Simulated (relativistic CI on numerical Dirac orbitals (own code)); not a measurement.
# Re⁶⁺: resonant inelastic scattering at the L2,3 edge

Computed with this model: Dirac-Coulomb-Breit CI, separate exchange-only KLI orbitals for each configuration, QED by a radiative potential, valence Slater integrals scaled by 0.8, Kramers-Heisenberg scattering through one core-hole configuration in a parametric crystal field; configurations [Xe] 4f14 5d → [He] 2s2 2p5 3s2 3p6 3d10 4s2 4p6 4d10 4f14 5s2 5p6 5d2; 10 K; core-hole width 5 eV; summed over polarisations. Incident energies are the highest absorption maxima for each field (at most a few, so the weaker spin-orbit partner edge can be absent), on the computed scale of the free ion. Intensities are in per cent of the strongest line above 0.02 eV; levels within 1 cm⁻¹ are merged; final levels count from the ground level, the first row holds all elastic scattering, lines under 0.4 are left out and each table stops after 24 rows. The scale of the Slater integrals is a model choice and moves the terms in proportion.

Field parameters in Wybourne normalisation: D4h B²₀ = −7Ds, B⁴₀ = 21(Dq − Dt), B⁴₄ = 21√(5/14) Dq. The field is a parameter set, without covalency.

S is read from ⟨S²⟩ = S(S + 1).

D4h, 10Dq = 40100, Ds = -1500, Dt = 580 cm⁻¹:

```
Final level (eV)  Degeneracy  Irrep     S  10542.1 eV  10545.2 eV  11965.1 eV
           0.000           2     Γ7  0.50      1868.2      2387.8       413.0
           0.750           2     Γ6  0.50        15.5         8.2        98.1
           1.438           2     Γ7  0.50        94.4        47.3        10.6
           5.223           2     Γ7  0.50        35.0       100.0         7.3
           5.610           2     Γ6  0.50        20.4        52.7         8.1
```

D4h, 10Dq = 40100, Ds = -860, Dt = 580 cm⁻¹:

| Final level (eV) | Degeneracy | Irrep | S | 10542.2 eV | 10545.2 eV | 11965.1 eV |
| --- | --- | --- | --- | --- | --- | --- |
| 0.000 | 2 | Γ7 | 0.50 | 1834.3 | 2329.7 | 398.3 |
| 0.534 | 2 | Γ6 | 0.50 | 12.8 | 7.7 | 100.0 |
| 1.247 | 2 | Γ7 | 0.50 | 92.8 | 47.0 | 8.9 |
| 5.245 | 2 | Γ7 | 0.50 | 33.6 | 97.7 | 7.1 |
| 5.317 | 2 | Γ6 | 0.50 | 20.3 | 47.6 | 8.5 |

D4h, 10Dq = 40100, Ds = -210, Dt = 580 cm⁻¹:

```tsv
Final level (eV)	Degeneracy	Irrep	S	10545.1 eV	11965 eV
0.000	2	Γ7	0.50	2189.3	376.2
0.323	2	Γ6	0.50	7.3	100.0
1.073	2	Γ7	0.50	47.2	6.7
5.029	2	Γ6	0.50	40.8	8.5
5.276	2	Γ7	0.50	90.6	6.6
```

For the first field the strongest loss at the lowest incident energy is the level at 1.44 eV (S = 0.50, against 0.50 in the thermal ground state).
